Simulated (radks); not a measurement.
Q: Radial electron density D(r) = 4 pi r^2 rho(r) of an atom or ion with 34 electrons. All-electron calculation, scalar-relativistic Kohn-Sham, PBE, spin-polarised, spherical densities, point nucleus. Program: a radial shooting solver on a logarithmic mesh with Libxc functionals.

```
   r/bohr * D(r) (the largest magnitude, 90.4, reaches the edge; | marks zero)
 0.002481 |     *
 0.003154 |       *
 0.004042 |           *
 0.005179 |                *
 0.006637 |                      *
 0.008437 |                            *
  0.01081 |                                  *
  0.01385 |                                       *
  0.01761 |                                          *
  0.02257 |                                         *
  0.02892 |                                      *
  0.03677 |                                    *
  0.04712 |                                        *
  0.06038 |                                                *
  0.07737 |                                                      *
  0.09836 |                                                   *
    0.126 |                                         *
   0.1615 |                                     *
   0.2053 |                                          *
   0.2631 |                                            *
   0.3372 |                              *
   0.4286 |               *
   0.5493 |         *
   0.7039 |       *
    0.902 |  *
    1.147 |*
    1.469 *
    1.883 *
```

What is the nuclear charge?

A: Z = 54. The innermost maximum, from 1s, lies near gamma/Z bohr with gamma = sqrt(1 - (Z/c)^2) = 0.919, here 0.017 bohr (found: 0.0186), and its height grows with Z. The density is that of the xenon ion Xe20+ in [Ar] 3d10 4s2 4p4; the configuration itself is not fixed sharply by these data, and Z only to a few units. D(r) has 3 maxima, at r = 0.0186, 0.0818, 0.239 bohr, and minima at 0.0362, 0.156 bohr, inside which lie 1.98, 11.09 electrons.
